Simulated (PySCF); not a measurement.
## Radial density of B³⁺ (boron, charge +3)

PBEsol, 1s2, closed-shell 1S. All numbers are calculated (PySCF 2.14, the non-relativistic Hamiltonian (point nucleus), in aug-cc-pwCVDZ).

```csv
r (bohr),4πr²ρ (e/bohr)
0.00670,0.03625
0.0113,0.09844
0.0190,0.2570
0.0319,0.6407
0.0536,1.460
0.0902,2.890
0.152,4.503
0.255,4.769
0.429,2.696
0.722,0.5476
1.21,0.02137
2.04,0.0001283
```
